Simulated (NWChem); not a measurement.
# C2H3F3Si; SMILES C=C[Si](F)(F)F

```xyz
9

C     -0.0944     2.4306     0.0005
C      0.7145     1.3641    -0.0050
Si     0.0410    -0.3368    -0.0005
F      0.4715    -1.1767    -1.2970
F      0.5304    -1.1916     1.2650
F     -1.5625    -0.2952     0.0351
H     -1.1845     2.3266     0.0088
H      0.2979     3.4532    -0.0025
H      1.8007     1.5140    -0.0121
```
Atoms are numbered in this order, from 1.

STO-3G and 3-21G are far too small for this property and stand as cheap habits. Geometry: optimised at PBE0/def2-SVP.

### Question
Give the principal values of the shielding tensors (ppm) of C1, C2, Si3, F4, F5 from Hartree-Fock/STO-3G, GIAO (NWChem), with their diamagnetic and paramagnetic parts as GIAO splits them.

### Answer
| atom | σ11 | σ22 | σ33 | isotropic | diamagnetic | paramagnetic |
|---|---|---|---|---|---|---|
| C1 | -15.4 | 137.3 | 221.9 | 114.6 | 253.8 | -139.2 |
| C2 | 6.5 | 140.0 | 244.5 | 130.3 | 255.1 | -124.8 |
| Si3 | 560.4 | 585.4 | 591.8 | 579.2 | 865.3 | -286.1 |
| F4 | 438.0 | 617.8 | 642.2 | 566.0 | 457.5 | 108.4 |
| F5 | 438.1 | 617.9 | 642.5 | 566.2 | 457.5 | 108.6 |
